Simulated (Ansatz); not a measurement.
System: sum formula H2SiO3F (charge 0, doublet). It need not be the lowest isomer of its formula. SMILES: [Si](O)(F)(O)[O]
Geometry from a B3LYP-D3(BJ)/def2-TZVP (Ansatz, a quantum-chemistry and plane-wave program) optimisation:
```xyz
7

Si    -0.0273     0.0224    -0.0097
F     -0.0261    -0.4024     1.5264
O     -0.2743     1.6458    -0.1627
O      1.4359    -0.2322    -0.6701
O     -1.1821    -0.8018    -0.7829
H      2.2210     0.0832    -0.2133
H     -1.4411    -1.6696    -0.4635
```
Charge 0, spin multiplicity 2.

Property: atomisation energy (electronic, to ground-state atoms), in eV. Correlated levels leave the core frozen unless marked. UHF or UKS for open shells. No spin-orbit coupling. No relativistic terms. The coupled-cluster limit lacks core correlation, which all-electron functionals hold. CBS(X,Y): correlation extrapolated as X^-3; Hartree-Fock from the larger set (for Q and 5 zeta extrapolated as (X+1)exp(-9√X)). [CCSD(T)-MP2]/basis is that difference in the basis named.

| level | program | atomisation energy (eV) |
|---|---|---|
| BLYP/def2-TZVPD | Ansatz | 29.51 |
| revPBE-D3(BJ)/def2-TZVPD | Ansatz + dftd3 | 29.09 |
| B97M-V/def2-TZVPD | Ansatz | 29.79 |
| B3LYP/def2-TZVPD | Ansatz | 29.28 |
| BHLYP-D3(BJ)/def2-TZVPD | Ansatz + dftd3 | 28.20 |
| B2GP-PLYP-D3(BJ)/def2-TZVPD | Ansatz + dftd3 | 29.39 |
| MP2/CBS(cc-pV(Q+d)Z,cc-pV(5+d)Z) | Ansatz | 31.26 |
| CCSD(T)/cc-pVTZ | Ansatz | 28.61 |
| RI-MP2/CBS(cc-pV(T+d)Z,cc-pV(Q+d)Z)+[CCSD(T)-MP2]/cc-pV(Q+d)Z | Ansatz | 30.03 |
| CCSD(T)/CBS(cc-pV(Q+d)Z,cc-pV(5+d)Z) | Ansatz | 30.06 |
